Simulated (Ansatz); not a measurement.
Reaction (cleavage of the Si–Sn bond): `N[SiH](O)[SnH3]` + CH₃OH → `CO[SiH](N)O` + `[SnH4]`

Gas-phase electronic energies from Ansatz, PBE0-D4/def2-TZVP geometries. CCSD(T)/CBS adds triple-zeta CCSD(T) − MP2 to the extrapolated MP2 energy (def2 sets, frozen cores). This one scheme is used for every species. DFT in def2-TZVPP. B3LYP here is the variant with VWN-RPA as its local correlation; programs differ in this. Elements past krypton have def2 core potentials. For Sn outer-core shells are correlated without core-valence functions, which leaves a few kJ/mol of doubt a bond. Each species was taken in one conformer, which may not be the lowest.

(1) Is it downhill or uphill in electronic energy at CCSD(T)/CBS, and by how much? (Estimate.)

(2) What do these levels give: B2PLYP, r2SCAN, B3LYP, MP2/def2-TZVPP, HF/CBS(def2), MP2/CBS(def2)? (Estimate.)

Largest T1 diagnostic among the species: 0.013.

## Answers

(1) The calculation gave: Downhill: ΔE = -101.1 kJ/mol.

(2) The calculation gave: B2PLYP -108.6, r2SCAN -104.7, B3LYP -104.4, MP2/def2-TZVPP -109.0, HF/CBS(def2) -130.1, MP2/CBS(def2) -100.5 kJ/mol.

In def2-TZVPP, CCSD(T) changes the Hartree–Fock value by +19.3 kJ/mol (the triples alone add +2.4 kJ/mol) and MP2 by +19.9 kJ/mol. From PBE to PBE0 (25 % exact exchange), in def2-TZVPP and without D4, ΔE moves by −8.3 kJ/mol.
